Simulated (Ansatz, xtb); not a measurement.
Two structures of GeH6Sn2

Structure I is `[GeH3][SnH2][SnH]`, a singlet and structure II is a singlet given by its coordinates. Both are isolated molecules in the gas phase, relaxed with PBE0-D3(BJ)/def2-SVP; the shapes shown needn't be the lowest conformers.

I (Å):

| atom | x (Å) | y (Å) | z (Å) |
| --- | --- | --- | --- |
| Ge | 1.1134 | 1.0890 | 0.2776 |
| Sn | -1.2208 | 2.1685 | -0.2271 |
| Sn | -2.7443 | 0.4228 | -1.9069 |
| H | 2.0190 | 2.0390 | 1.0866 |
| H | 0.9383 | -0.2165 | 1.0786 |
| H | 1.8444 | 0.7392 | -1.0357 |
| H | -0.9043 | 3.7159 | -0.9186 |
| H | -1.9515 | 2.4676 | 1.3052 |
| H | -2.9027 | -0.6620 | -0.5025 |

II (Å):

| atom | x (Å) | y (Å) | z (Å) |
| --- | --- | --- | --- |
| Ge | 0.6867 | 0.8345 | 0.8577 |
| Sn | -0.0229 | 3.4260 | 0.4616 |
| Sn | -0.9684 | 0.7286 | -1.1299 |
| H | -1.4954 | 2.9806 | 1.3615 |
| H | 0.1290 | -0.0289 | 2.0042 |
| H | 2.0350 | 0.2569 | 0.3829 |
| H | -1.0189 | 2.6022 | -1.1648 |
| H | -2.6373 | 0.3949 | -0.9620 |
| H | -0.4676 | 0.5352 | -2.7579 |

Close contacts (Å): Ge1–Sn2 2.72, Ge1–Sn3 2.59, Sn2–Sn3 3.27, Ge1–H5 1.54, Ge1–H6 1.54, Sn2–H4 1.78, Sn2–H7 2.08, Sn3–H7 1.87, Sn3–H8 1.71, Sn3–H9 1.71.

Q: Which of the two would you expect CCSD(T)/def2-SVP + ΔMP2/def2-TZVPP electronic energies to favour?

A: Too close to call at this level: CCSD(T)/def2-SVP + ΔMP2/def2-TZVPP gives E(II) − E(I) = −0.16 kcal/mol.

How the difference moves with the method:

| level | geometry | E(II) − E(I) (kcal/mol) | departure from the last row (kcal/mol) | job, with rough time for the two |
| --- | --- | --- | --- | --- |
| PBE0-D3(BJ)/def2-SVP | PBE0-D3(BJ)/def2-SVP | −0.25 | −0.10 | optimisation, 2.2 min |
| HF/def2-SVP | PBE0-D3(BJ)/def2-SVP | +11.02 | +11.18 | part of the CCSD(T) run |
| MP2/def2-SVP | PBE0-D3(BJ)/def2-SVP | +2.01 | +2.16 | part of the CCSD(T) run |
| CCSD(T)/def2-SVP | PBE0-D3(BJ)/def2-SVP | +3.13 | +3.28 | single point |
| CCSD(T)/def2-SVP + ΔMP2/def2-TZVPP | PBE0-D3(BJ)/def2-SVP | −0.16 |  | single point, 38 s |

The largest departure from CCSD(T)/def2-SVP + ΔMP2/def2-TZVPP is that of HF/def2-SVP, 11.18 kcal/mol. Levels run at GFN2-xTB geometries aren't shown. The last row adds to CCSD(T) the change of the MP2 difference between the two basis sets, here −3.28 kcal/mol, a large step that makes the value less sure.

With harmonic frequencies from PBE0-D3(BJ)/def2-SVP (ideal gas, rigid rotor, one conformer each, 298.15 K, 1 atm): on the last row, ΔE + ΔZPE = −0.24 kcal/mol. A mode under 50 cm⁻¹ makes harmonic enthalpies and free energies unreliable, so none is given.

The correlated steps freeze 17 core orbitals; the filled d shell of Ge and Sn is correlated, in a basis made for valence electrons. Atoms past krypton carry core potentials in the def2 sets and no spin–orbit term is included. Run with Ansatz 0.2.0; the last row on 2 threads of Intel(R) Xeon(R) 6975P-C (Granite Rapids) on a shared host.
